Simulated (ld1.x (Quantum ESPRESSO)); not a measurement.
**O, RRKJ: configuration errors across variants**

ld1.x (Quantum ESPRESSO) 7.5 input, shortened:

```
&input
   title='O', zed=8., rel=0, dft='PBE', iswitch=3,
   config='[He] 2s2 2p3.5 3d-2'
 /
 &inputp
   pseudotype=2, tm=.false., rho0=0.01, lloc=0,
   nlcc=.false.
 /
3
2P  2  1   3.50   0.00  2.05  2.05  0.0
3D  3  2  -2.00   0.25  1.95  1.95  0.0
2S  1  0   2.00   0.00  0.65  0.65  0.0
 &test
   configts(1)='2s2 2p3.5'
 /
```

All-electron excitation energies from the reference (eV): (1) 2s2 2p4 -6.290; (2) 2s2 2p3 10.149; (3) 2s2 2p2 43.743; (4) 2s2 2p0 174.517; (5) 2s1 2p4 25.319; (6) 2s0 2p6 23.539; (7) 2s2 2p1 97.615.

2 further variants failed, have other tests or another functional or relativity, and are left out.

A true bound ghost makes a file unfit for plane-wave use even where its test errors are small: the radial tests pick states by their node count and pass the ghost by.

Errors AE − PS in meV (a dash: test not solved or not reliable):

```csv
change,(1),(2),(3),(4),(5),(6),(7),bound ghosts
base,+17,+41,+673,+8196,-162,+146,+2933,none
local potential all-electron potential smoothed inside 1.30 bohr (lloc = -1),+16,+40,+664,+8089,-167,+137,+2897,none
"type PAW; waves now 2s (bound): rcut 0.55, rcutus 0.65 bohr; 2s channel at -1.6 Ry: rcut 0.55, rcutus 0.65 bohr; 2p (bound): rcut 1.80, rcutus 2.05 bohr; 2p channel at 1.7 Ry: rcut 1.80, rcutus 2.05 bohr; 3d channel at 0.25 Ry: rcut 1.70, rcutus 1.95 bohr; 3d channel at 1.05 Ry: rcut 1.70, rcutus 1.95 bohr; local potential all-electron potential smoothed inside 0.90 bohr (lloc = -1); core correction a·sin(br)/r model core, default radius (ld1.x builds one for every PAW set, though the input has nlcc=.false.); augmentation PSQ, inside the norm-conserving radii; rho0 0",+0.3,+97,–,-537,+143,-1.8,-257,s
"all radii scaled by about 1.14 (s 0.74, p 2.34, d 2.22 bohr)",+34,+73,+1106,+12024,-280,+103,+4524,none
wave 2p (bound): rc 2.05 bohr becomes 2p (bound): rc 2.08 bohr,+17,+41,+673,+8196,-162,+146,+2933,none
wave 2s (bound): rc 0.65 bohr becomes 2s (bound): rc 0.60 bohr,+17,+41,+675,+8211,-155,+186,+2941,none
wave 3d channel at 0.25 Ry: rc 1.95 bohr becomes 3d channel at 0.25 Ry: rc 2.66 bohr,+17,+41,+673,+8196,-162,+146,+2933,none
wave 3d channel at 0.25 Ry: rc 1.95 bohr becomes 3d channel at 1.67 Ry: rc 1.95 bohr,+17,+41,+673,+8196,-162,+146,+2933,none
core correction a·sin(br)/r model core inside 0.60 bohr,+17,+41,+670,+8162,-171,+125,+2921,none
```

Task: Give the same row for: core correction a·sin(br)/r model core inside 0.54 bohr.

Result: +17, +40, +669, +8161, -174, +112, +2917; bound ghosts: none.
